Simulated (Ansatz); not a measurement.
Two isomers of C2H8GeO2Si: A = `O[SiH2]/C=[CH]\[GeH2][OH]`, B = `O[SiH](O)/C=[CH]\[GeH3]`.

Calculated with Ansatz (gas phase, PBE0-D4/def2-TZVP geometries, no zero-point term in ΔE). CCSD(T)/CBS is the MP2 limit (def2-TZVPP, def2-QZVPP) plus CCSD(T) − MP2 in def2-TZVPP, frozen cores. Double bonds are as drawn, so ΔE can hold a change between cis and trans. Functionals use def2-TZVPP. B3LYP here is the variant with VWN-RPA as its local correlation; programs differ in this. For Ge outer-core shells are correlated without core-valence functions, which leaves a few kJ/mol of doubt a bond. Scalar relativity is left out up to krypton. One conformer a species, not always the lowest.

Problem. Which isomer does CCSD(T)/CBS put lower? Give the gap. (An estimate is asked.)

Solution. Ansatz gave: B, by 20.0 kcal/mol.

Problem. Give E(B) − E(A) in kcal/mol with CCSD(T)/def2-TZVPP, MP2/def2-TZVPP, ωB97M-V, PBE0-D4, B2PLYP, B3LYP, CCSD/def2-TZVPP. (Estimate.)

Solution. Computed: CCSD(T)/def2-TZVPP -19.8, MP2/def2-TZVPP -19.7, ωB97M-V -20.3, PBE0-D4 -19.9, B2PLYP -19.8, B3LYP -19.9, CCSD/def2-TZVPP -19.9. None reverses the order clearly.

Largest T1 diagnostic: 0.012.
